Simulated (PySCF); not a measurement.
**NMR data sheet: Pivaloyl Chloride**

```
Formula                               : C5H9ClO
SMILES                                : CC(C)(C)C(=O)Cl
Point group of the computed structure : Cs
Degrees of unsaturation               : 1
Carbon signals                        : 3
Proton signals                        : 1
```

Atoms are numbered as in `[CH3:1][C:2]([CH3:3])([CH3:4])[C:5](=[O:6])[Cl:7]`. Each H is labelled by its parent atom.

- shielding tensors at PBE0/pcSseg-1 (GIAO)
- geometry from GFN2-xTB
- program: PySCF 2.14.0 with density-fitted response routines
- one averaged value for each set of equivalent atoms, relativity neglected, isolated molecule, one computed conformer

References, each an isolated molecule treated in the same way: ¹H (σ = 31.72 ppm), ¹³C (σ = 186.93 ppm) against TMS; ¹⁷O (σ = 336.08 ppm) vs H2O.

```tsv
carbon	δC, type	δH (multiplicity)	HMBC from (2–3 bonds)	span of the C tensor (ppm)
C1/C3/C4	29.3, CH3	1.32 (s)	H(C1)/H(C3)/H(C4)	44
C2	49.6, C	–	H(C1)/H(C3)/H(C4)	48
C5	191.3, C	–	H(C1)/H(C3)/H(C4)	184
```

Other nuclei:
```csv
atoms,nucleus,environment,δ (ppm),σ (ppm)
O6,¹⁷O,carbonyl oxygen,589.3,-253.2
```

1. Carbon types of the structure: 2 × C, 3 × CH3, which accounts for all hydrogens.
2. δC 191.3: carbonyl carbon.
3. δC 49.6: quaternary sp3 carbon α to a carbonyl; α to the electron-withdrawing carbonyl group.
4. δC 29.3: methyl carbon; aliphatic region, no heteroatom directly attached.
5. δH 1.32: hydrogen on a methyl carbon.

Carbons that carry Cl, above all several Cl atoms, come out too deshielded, partly because spin–orbit coupling is missing. Shifts are as computed. Against solution values, carbons near 30 ppm lie about +3 ppm off and those near 130 ppm about +5 ppm; carbons on Cl a further +6 ppm. Of 1211 compounds with measured shifts, 218 miss one by over three times the rms of a fit or turn the order of signals round; such compounds aren't used in these exercises. Unscaled 17O shifts of doubly bonded oxygen tend to come out too high, by tens of ppm or more. Experimental scales use liquid or dissolved standards, which lie at an offset from isolated H2O (liquid H2O: subtract about 36 ppm).
